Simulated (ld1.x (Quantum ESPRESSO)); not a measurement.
# An all-electron radial function and its pseudo partner (vanadium (V))

Columns: radius, all-electron u(r) and pseudo u(r) of the 3d shell (level -8.98 eV) of vanadium in the configuration [Ne] 3s2 3p6 3d3 4s1.5 4p0; LDA (PZ), scalar-relativistic, RRKJ scheme, ld1.x (Quantum ESPRESSO) 7.5.

```csv
r (bohr),all-electron,pseudo
0.090,0.0312,0.0032
0.180,0.1434,0.0247
0.270,0.2955,0.0781
0.360,0.4472,0.1693
0.450,0.5769,0.2947
0.540,0.6769,0.4425
0.630,0.7471,0.5949
0.720,0.7907,0.7332
0.810,0.8127,0.8413
0.900,0.8178,0.9089
0.990,0.8105,0.9340
1.080,0.7942,0.9213
1.170,0.7717,0.8810
1.260,0.7451,0.8256
1.350,0.7159,0.7663
1.440,0.6853,0.7113
1.530,0.6540,0.6644
1.620,0.6227,0.6255
1.710,0.5919,0.5921
1.800,0.5617,0.5617
1.890,0.5324,0.5324
1.980,0.5042,0.5042
2.070,0.4771,0.4771
2.160,0.4512,0.4512
2.250,0.4265,0.4265
2.340,0.4029,0.4029
```

(1) How many radial nodes do the two functions have?

(2) At about which radius was the pseudo-wave matched?

(3) Is the pseudo-wave norm-conserving?

Answers

(1) The all-electron 3d function has n − l − 1 = 0; the pseudo-wave has 0.

(2) 1.80 bohr, where the columns begin to agree (steps of 0.09 bohr).

(3) Yes: the RRKJ scheme keeps the norm inside the radius equal to the all-electron one, which fixes the energy derivative of the logarithmic derivative at the level.
